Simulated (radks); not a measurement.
Excited configurations of the silicon ion Si2+: one electron is placed in a higher orbital outside [Ne] 3s1. The ground configuration is [Ne] 3s2. Calculated with a radial shooting solver on a logarithmic mesh with Libxc functionals: non-relativistic Kohn-Sham, PBE, spin-polarised, spherical densities, point nucleus; open shells are filled with parallel spins first. Excitation = E - E(ground); binding = E(ion) - E, where the ion is the core of charge +3; n* = 3/sqrt(2 binding) in atomic units, and the quantum defect is n - n*.

| outer orbital | excitation (eV) | binding (eV) | n* | quantum defect | eigenvalue (eV) | <r> (bohr) |
|---|---|---|---|---|---|---|
| 3p | 6.496 | 26.886 | 2.134 | 0.866 | -22.173 | 2.182 |
| 4d | 24.194 | 9.189 | 3.650 | 0.350 | -7.706 | 5.922 |
| 5f | 27.993 | 5.390 | 4.766 | 0.234 | -4.488 | 9.774 |
| 6s | 27.963 | 5.419 | 4.753 | 1.247 | -4.727 | 11.76 |
| 6p | 28.516 | 4.867 | 5.016 | 0.984 | -4.231 | 12.82 |
| 6d | 29.323 | 4.059 | 5.493 | 0.507 | -3.506 | 14.78 |
| 6f | 29.569 | 3.813 | 5.667 | 0.333 | -3.261 | 14.78 |
| 7s | 29.596 | 3.786 | 5.687 | 1.313 | -3.328 | 16.88 |
| 7p | 29.920 | 3.463 | 5.947 | 1.053 | -3.038 | 18.18 |
| 7d | 30.404 | 2.978 | 6.412 | 0.588 | -2.603 | 20.57 |
| 7f | 30.555 | 2.828 | 6.581 | 0.419 | -2.454 | 20.73 |

Estimate the row for 4f.

Answer. excitation (eV) 25.342; binding (eV) 8.041; n* 3.902; quantum defect 0.098; eigenvalue (eV) -6.460; <r> (bohr) 5.698. The Delta-SCF ionisation energy is 33.383 eV (NIST Atomic Spectra Database: 33.493 eV, measured). Self-interaction in the functional shifts the binding energies and quantum defects, so they are the method's values and not measured ones.
